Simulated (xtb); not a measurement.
ReO₄, SMILES [O]=[Re-](=[O])(=[O])=[O], charge -1, multiplicity 1. All values are semi-empirical tight-binding results from xtb (GFN2-xTB unless named), good for trends rather than for accurate numbers. The structure is a stationary point at GFN2-xTB. The multiplicity is an assumed one; other spin states were not compared. The isomer is the one that the SMILES or the coordinates give; other isomers of the formula were not compared.

Optimised geometry:

```xyz
5

Re     0.0000     0.0000     0.0000
O      0.9773     0.9773    -0.9773
O     -0.9773     0.9773     0.9773
O     -0.9773    -0.9773    -0.9773
O      0.9773    -0.9773     0.9773
```
Charge -1, spin multiplicity 1.

For metal compounds this method's bond lengths and energies can be far off.

```json
{
 "point_group_as_xtb_finds_it": "Td",
 "orbital_gap": "4.05 eV",
 "zero_point_energy": "6.5 kcal/mol",
 "G − E(el) at 298.15 K (modified RRHO)": "-11.0 kcal/mol"
}
```

Computed atomic charges and the Wiberg bond orders between heavy atoms:
charges (e) Re1 0.76, O2 -0.44, O3 -0.44, O4 -0.44, O5 -0.44. Bond orders Re1–O2 1.93, Re1–O3 1.93, Re1–O4 1.93, Re1–O5 1.93.
